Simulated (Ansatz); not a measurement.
Gas-phase electronic energies from Ansatz, PBE0-D4/def2-TZVP geometries. CCSD(T)/CBS adds triple-zeta CCSD(T) − MP2 to the extrapolated MP2 energy (def2 sets, frozen cores). This one scheme is used for every species. Functionals use def2-TZVPP. B3LYP here is the variant with VWN-RPA as its local correlation; programs differ in this. HSE06 is defined as in plane-wave codes. For Ga, Se outer-core shells are correlated without core-valence functions, which leaves a few kJ/mol of doubt a bond. Scalar relativity is left out up to krypton. Each species was taken in one conformer, which may not be the lowest.

Consider the ligand exchange at a Ga–O bond: `[OH][GaH][SeH]` + H–F → `[F][GaH][SeH]` + H₂O.

| level | ΔE (kcal/mol) | difference from CCSD(T)/CBS |
| --- | --- | --- |
| LDA (SPW92) | -6.2 | 0.2 |
| PBE-D4 | -7.3 | -0.9 |
| revPBE-D4 | -7.1 | -0.7 |
| BLYP-D4 | -7.9 | -1.5 |
| r2SCAN-D4 | -7.9 | -1.5 |
| B97M-V | -8.8 | -2.4 |
| PBE0-D4 | -7.3 | -0.9 |
| B3LYP-D4 | -7.9 | -1.5 |
| r2SCANh-D4 | -7.8 | -1.4 |
| r2SCAN0-D4 | -7.7 | -1.3 |
| HSE06-D4 | -7.2 | -0.8 |
| BHLYP-D4 | -8.2 | -1.8 |
| ωB97M-V | -7.8 | -1.4 |
| B2PLYP | -7.7 | -1.3 |
| PBE-QIDH | -6.9 | -0.5 |
| PBE | -7.7 | -1.3 |
| revPBE | -8.1 | -1.7 |
| BLYP | -8.8 | -2.4 |
| r2SCAN | -8.0 | -1.6 |
| PBE0 | -7.7 | -1.3 |
| B3LYP | -8.6 | -2.2 |
| r2SCANh | -7.9 | -1.5 |
| HSE06 | -7.6 | -1.2 |
| BHLYP | -8.8 | -2.4 |
| LC-ωPBE | -8.1 | -1.7 |
| RPA@PBE/def2-TZVPP | -6.5 | -0.1 |
| HF/def2-SVP | -10.6 | -4.2 |
| MP2/def2-SVP | -7.8 | -1.4 |
| CCSD/def2-SVP | -8.6 | -2.2 |
| CCSD(T)/def2-SVP | -8.3 | -1.9 |
| HF/def2-TZVPP | -9.6 | -3.2 |
| MP2/def2-TZVPP | -5.9 | 0.5 |
| SCS-MP2/def2-TZVPP | -6.7 | -0.3 |
| CCSD/def2-TZVPP | -6.9 | -0.5 |
| CCSD(T)/def2-TZVPP | -6.5 | -0.1 |
| HF/def2-QZVPP | -9.9 | -3.5 |
| MP2/def2-QZVPP | -5.9 | 0.5 |
| SCS-MP2/def2-QZVPP | -6.8 | -0.4 |
| HF/CBS(def2) | -10.0 | -3.6 |
| MP2/CBS(def2) | -5.8 | 0.6 |
| CCSD(T)/CBS | -6.4 | 0 |

(1) What do rigid-rotor, harmonic-oscillator terms from PBE0-D4/def2-TZVP frequencies (298.15 K, 1 bar) make of the CCSD(T)/CBS value? (Best estimate.)

Largest T1 diagnostic among the species: 0.013.

## Answers

(1) Computed: ΔZPE = +0.3 kcal/mol, ΔH = -6.1 kcal/mol, ΔS = 9 J/(mol·K), ΔG = -6.7 kcal/mol.

Leaving LDA and LC-ωPBE aside and taking each functional with its dispersion term where it has one, the values spread over 1.9 kcal/mol, from B97M-V to PBE-QIDH. LDA lies +1.5 kcal/mol from PBE without D4. In def2-TZVPP, CCSD(T) changes the Hartree–Fock value by +3.1 kcal/mol (the triples alone add +0.4 kcal/mol) and MP2 by +3.7 kcal/mol.
